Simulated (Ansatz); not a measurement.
Basis-set extrapolation for CH4BClN2, SMILES `N=C(Cl)BN` (PBE0-D4/def2-TZVP geometry, frozen core, Ansatz 0.2.0). Multiplicity 1, RHF reference.

```tsv
	def2-TZVPP	def2-QZVPP
HF	-633.397603	-633.418177
MP2 correlation	-0.859218	-0.924756
CCSD(T) correlation	-0.937001	not run
```

Energies in hartree. Use E(X) = E(∞) + A·exp(−7.88·√X) for Hartree–Fock and E(X) = E(∞) + B·X^(−2.97) for correlation, with X = 3 and 4, and add CCSD(T) minus MP2 of the smaller set to the MP2 limit.

Problem. What is the CCSD(T) energy at the basis-set limit?

Solution. HF limit: -633.418177 + (-0.020574) × 0.13774 = -633.42101. MP2 limit: -0.924756 + (-0.065538) × 0.74074 = -0.97330. Higher-order term: -0.937001 − (-0.859218) = -0.07778. Total: -634.47209 hartree, 86.3 kcal/mol below CCSD(T)/def2-TZVPP.
